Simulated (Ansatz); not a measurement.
Isolated molecules relaxed with PBE0-D4/def2-TZVP in Ansatz; ΔE leaves out vibrations. CCSD(T)/CBS is the MP2 limit (def2-TZVPP, def2-QZVPP) plus CCSD(T) − MP2 in def2-TZVPP, frozen cores. This one scheme is used for every species. Functionals use def2-TZVPP. For Se outer-core shells are correlated without core-valence functions, which leaves a few kJ/mol of doubt a bond. Scalar relativity is left out up to krypton. One conformer a species, not always the lowest.

`OC[SiH2][SeH]` + H₂Se → `[SeH][SiH2][SeH]` + CH₃OH  (ligand exchange at the Si–C bond)

| level | ΔE (kcal/mol) |
| --- | --- |
| r2SCANh-D4 | -19.9 |
| r2SCAN0-D4 | -20.2 |
| PBE | -19.6 |
| revPBE | -20.0 |
| r2SCAN | -19.9 |
| RPA@PBE/def2-TZVPP | -17.9 |
| MP2/def2-SVP | -19.1 |
| HF/def2-TZVPP | -19.8 |

**Question.** What does CCSD(T)/CBS give? (Estimate.)

**Answer.** Computed: -19.8 kcal/mol. The listed levels differ from it by -0.1, -0.4, 0.2, -0.2, -0.1, 1.9, 0.7, 0.0 kcal/mol.

Largest T1 diagnostic among the species: 0.010.

At CCSD(T), def2-SVP lies +2.1 kcal/mol from the extrapolated value and def2-TZVPP +1.1 kcal/mol. Leaving LDA and LC-ωPBE aside and taking each functional with its dispersion term where it has one, the values, not all of them listed here, spread over 2.4 kcal/mol, from PBE-QIDH to CAM-B3LYP-D4. LDA lies +1.6 kcal/mol from PBE without D4.
